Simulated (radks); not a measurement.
Spin polarisation of the 4d7 shell in neutral ruthenium. Start: [Kr] 4d(up 3.5, down 3.5) 5s(up 0.5, down 0.5); electrons of 4d are moved from spin down to spin up, other shells keep equal spins. Method: scalar-relativistic Kohn-Sham, PBE, spin-polarised, spherical densities, finite nucleus; Fermi nuclear charge, rms radius of each element as measured or else 0.836 A^(1/3) + 0.57 fm; computed with a radial shooting solver on a logarithmic mesh with Libxc functionals.

moment (Bohr magnetons),E - E(0) (eV),e(4d up) (eV),e(4d down) (eV),5s down minus up (eV)
0,0.000,-5.203,-5.203,0.000
0.75,-0.087,-5.426,-4.961,0.187
1.5,-0.349,-5.631,-4.700,0.375
2.25,-0.785,-5.818,-4.420,0.565
3,-1.397,-5.985,-4.119,0.757

At moment 3 the spin-polarisation energy is -1.397 eV and the 4d exchange splitting 1.867 eV, that is 0.622 eV per Bohr magneton; E = -I m^2/4 would give I = 0.621 eV.
